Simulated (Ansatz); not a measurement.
Cost and result for the atomization energy of F3HOSn, SMILES `[OH][Sn]([F])([F])[F]` (6 atoms, 5 bonds).

The species carries charge 0 and has multiplicity 1. Correlated methods include outer-core shells of Sn, which these sets cover unevenly. Sn takes the def2 core potential. The structure was optimised at the PBE0-D4/def2-TZVP level. It is one conformer, not always the lowest. Program: Ansatz. All runs use 4 threads of an Arm Neoverse V1 on a shared host. Times are those of one run each, without the atoms' runs, and a repeat can differ threefold. Electronic energies, without spin–orbit coupling; frozen cores. CCSD(T)/CBS adds CCSD(T) − MP2 in def2-TZVPP to the MP2 limit, and its time is that of the two runs behind it. T1 = 0.015. With those shells the extrapolation isn't a true limit.

CCSD(T)/CBS is a level of theory with its own doubt, some kJ/mol a heavy atom from the limit and from the frozen cores, so smaller differences don't rank the functionals.

```tsv
level	functions	wall time	atomization (kcal/mol)	difference from CCSD(T)/CBS	per bond
LDA (SPW92)/def2-TZVPP	188	0.75 s	596.0	88.0	17.6
BLYP-D4/def2-TZVPP	188	1.4 s	501.0	-7.0	-1.4
PBE0-D4/def2-TZVPP	188	1.8 s	485.4	-22.6	-4.5
CAM-B3LYP-D4/def2-TZVPP	188	2 s	497.4	-10.6	-2.1
r2SCAN-D4/def2-TZVPP (with forces)	188	2.9 s	498.6	-9.4	-1.9
r2SCANh-D4/def2-TZVPP	188	2.9 s	488.1	-19.9	-4.0
B2PLYP/def2-TZVPP	188	3.2 s	489.7	-18.3	-3.6
PBE-QIDH/def2-TZVPP	188	3.3 s	484.1	-23.9	-4.8
CCSD(T)/def2-SVP	87	4.1 s	446.6	-61.4	-12.3
B97M-V/def2-TZVPP	188	4.8 s	502.4	-5.6	-1.1
MP2/def2-QZVPP	340	9 s	524.5	16.5	3.3
CCSD(T)/def2-TZVPP	188	95 s	483.2	-24.8	-5.0
CCSD(T)/CBS(def2)	–	100 s	508.0	0.0	0.0
```

Leaving LDA and LC-ωPBE aside and taking each functional with its dispersion term where it has one, the values, not all of them listed here, spread over 57.2 kcal/mol, from BHLYP-D4 to PBE-D4. LDA lies +85.7 kcal/mol from PBE without D4, its usual overbinding. From r2SCAN to r2SCAN0 (25 % exact exchange), in def2-TZVPP and without D4, the atomization energy moves by −25.6 kcal/mol: exact exchange takes away binding that semilocal exchange gives to molecules. In def2-TZVPP, CCSD(T) changes the Hartree–Fock value by +168.1 kcal/mol (the triples alone add +13.3 kcal/mol) and MP2 by +193.6 kcal/mol; breaking electron pairs costs correlation energy, which Hartree–Fock lacks.

Spin–orbit coupling would lower the free Sn atoms strongly, and the atomization energy with them, by more than many differences here. For some Ge, Se and Sn compounds the MP2-based and the directly extrapolated limit differ by 10 to 25 kJ/mol.
